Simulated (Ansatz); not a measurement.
Cost and result up the ladder for the cluster Zn₂Cu (3 atoms). Total charge 0; doublet. Geometry: PBE-D4/def2-TZVP.

```csv
atom,x (Å),y (Å),z (Å)
Cu1,1.2958,-1.6811,-1.3088
Zn2,-1.3559,1.7658,1.3673
Zn3,0.0601,-0.0847,-0.0586
```

Ansatz on 4 threads of Arm Neoverse V1 on a shared host. Times are rough, and most runs start from the orbitals of an earlier one. ωB97M-V/def2-TZVP serves as the yardstick here, not as an exact answer. Binding counts from free atoms at the same level (Cu doublet, Zn singlet; other spins of the atoms weren't run), without zero-point energy or a counterpoise term.

Correlated methods freeze 27 core orbitals. No other spin state of charge 0 was run. Another isomer (doublet) lies 0.28 eV lower at PBE0-D4/def2-TZVP; other spin states weren't run for this one.

Correlated methods converge slowly with the basis.

```json
{"level": "PBE-D4/def2-TZVP (with forces)", "functions": "141", "wall time": "2.7 s", "binding energy per atom (eV)": "0.37", "difference from ωB97M-V/def2-TZVP (eV)": "0.15", "remarks": "–"}
{"level": "PBE0-D4/def2-TZVP", "functions": "141", "wall time": "4.9 s", "binding energy per atom (eV)": "0.29", "difference from ωB97M-V/def2-TZVP (eV)": "0.07", "remarks": "–"}
{"level": "r2SCAN-D4/def2-TZVP", "functions": "141", "wall time": "6.5 s", "binding energy per atom (eV)": "0.39", "difference from ωB97M-V/def2-TZVP (eV)": "0.17", "remarks": "–"}
{"level": "B2PLYP/def2-TZVP", "functions": "141", "wall time": "6.5 s", "binding energy per atom (eV)": "0.19", "difference from ωB97M-V/def2-TZVP (eV)": "-0.03", "remarks": "–"}
{"level": "ωB97M-V/def2-TZVP", "functions": "141", "wall time": "15 s", "binding energy per atom (eV)": "0.22", "difference from ωB97M-V/def2-TZVP (eV)": "0.00", "remarks": "–"}
{"level": "CCSD(T)/def2-TZVP", "functions": "141", "wall time": "29 s", "binding energy per atom (eV)": "0.15", "difference from ωB97M-V/def2-TZVP (eV)": "-0.07", "remarks": "spin-contaminated (⟨S²⟩ 0.89)"}
```
